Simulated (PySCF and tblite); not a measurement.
Results of a calculation; reference values are marked as such.
**Rearrangement: stationary points, barriers and rates**

System: C₅H₈Si, numbered as in [SiH3:1][CH:2]1[CH:3]=[CH:4][CH:5]=[CH:6]1.

Motion: shift of Si1 from C2 to C6. The path came from a restrained scan, a climbing-image band and a saddle search at GFN2-xTB; energies are BP86/pcSseg-1 + D3(BJ)//B3LYP-D3(BJ)/def2-SVP, thermal terms GFN2-xTB. Rate constants are transition-state-theory values, counting equivalent paths, without tunnelling. Shieldings: GIAO at the same DFT level; methyl-like tops are averaged, other torsions stay as in the two minima; line shapes leave out couplings. (PySCF 2.14 with density fitting, tblite 0.8.)

```csv
point,symmetry,E(GFN2) kcal/mol,E(DFT) kcal/mol,ZPE change kcal/mol,lowest mode cm⁻¹,dipole D
start,Cs,0.0,0.0,0.00,110,0.30
saddle,Cs,8.9,12.0,-0.09,259i,0.46
end,Cs,0.0,0.0,0.00,110,0.30
```

| Property | Result |
| --- | --- |
| Electronic barrier | 12.0 kcal/mol |
| Barrier with zero-point energy | 11.9 kcal/mol |
| ΔH‡ (298 K) | 11.4 kcal/mol |
| ΔS‡ (298 K, symmetry apart) | -3.8 cal/(mol K) |
| Paths | 2 equivalent paths |
| End point | the same structure with atoms interchanged, or its mirror image |
| Mean lifetime of the start against this motion at 298 K | 140 µs |
| Cost | 3.1 min on 1 thread of Intel Xeon Platinum 8259CL @ 2.50GHz, on a host shared with other jobs (rough), peak memory 0.65 GiB, launched as `OMP_NUM_THREADS=1 python ens_run.py task.json out` |

| T/K | ΔG‡ kcal/mol | k s⁻¹ |
| --- | --- | --- |
| 150 | 12.2 | 1.2×10⁻⁵ |
| 200 | 12.3 | 0.31 |
| 250 | 12.4 | 140 |
| 298 | 12.6 | 7350 |
| 350 | 12.8 | 1.6×10⁵ |
| 400 | 12.9 | 1.4×10⁶ |
| 500 | 13.3 | 3.1×10⁷ |

ΔG and ΔG‡ leave out symmetry numbers and mirror images; rates count paths: 2 out.

Sites that the motion interchanges:

```csv
nucleus,site,ppm,scale
¹³C,C2,130.2,shielding σ
¹³C,"C3, C6",39.5,shielding σ
¹³C,"C4, C5",42.3,shielding σ
¹H,H on C2,27.62,shielding σ
¹H,"H on C3, H on C6",24.58,shielding σ
¹H,"H on C4, H on C5",24.40,shielding σ
```

| nucleus | sites | ¹H MHz | spread Hz | coalescence K | k there s⁻¹ |
| --- | --- | --- | --- | --- | --- |
| ¹³C | C2 / C3, C6 / C4, C5 | 100 | 2280 | 292 | 4870 |
| ¹³C | C2 / C3, C6 / C4, C5 | 400 | 9122 | 313 | 2×10⁴ |
| ¹³C | C2 / C3, C6 / C4, C5 | 800 | 18244 | 324 | 3.9×10⁴ |
| ¹H | H on C2 / H on C3, H on C6 / H on C4, H on C5 | 100 | 322 | 267 | 651 |
| ¹H | H on C2 / H on C3, H on C6 / H on C4, H on C5 | 400 | 1288 | 284 | 2620 |
| ¹H | H on C2 / H on C3, H on C6 / H on C4, H on C5 | 800 | 2576 | 293 | 5230 |
